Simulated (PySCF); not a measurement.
**Two-component Hartree-Fock for Al⁴⁺ (aluminium, charge +4)**

Start: [He] 2s2 2p5; 2p1/2 filled at m_j = -1/2, +1/2; 2p3/2 filled at m_j = -1/2, +1/2, +3/2. Calculated with PySCF 2.14 in an uncontracted even-tempered set (19 s from 0.32 bohr⁻², ratio 2.4; 12 p from 0.41 bohr⁻², ratio 2.4; 5 d from 3.8 bohr⁻², ratio 2.6; 5 f from 5.7 bohr⁻², ratio 2.6): generalised Hartree-Fock with the X2C-1e Hamiltonian and a Gaussian nucleus; one run each with spin-orbit coupling (SO) switched off, then screened by Boettger's factors.

```
spinor shell  electrons  ε, spin-free (eV)  ε, screened SO (eV)  weight of nominal j (screened SO)  rms radius, screened SO (bohr)
       1s1/2          2            -1674.0              -1674.0                              1.000                           0.139
       2s1/2          2            -199.89              -199.88                              1.000                           0.654
       2p1/2          2            -157.50              -157.61                              0.641                           0.630
       2p3/2          3            -157.50              -157.46                              0.761                           0.630
```

```
   quantity   spin-free  screened SO
E (hartree)  -236.07967   -236.08545
        M_J         3/2          3/2
       ⟨J²⟩       3.751        3.751
       ⟨L²⟩       2.001        2.001
       ⟨S²⟩       0.751        0.751
```

Each row is a mean over spinors that exchange with the open shell spreads, by up to 8.733 eV (2s1/2).

Rows whose weight is well below 1 are mixtures of j = l ± 1/2: exchange outweighs spin-orbit coupling there, and the label is only the starting occupation.

Without spin-orbit coupling the j labels of p, d and f shells carry no meaning; the spin-free column gives the mean over the occupied spinors of each nl shell.
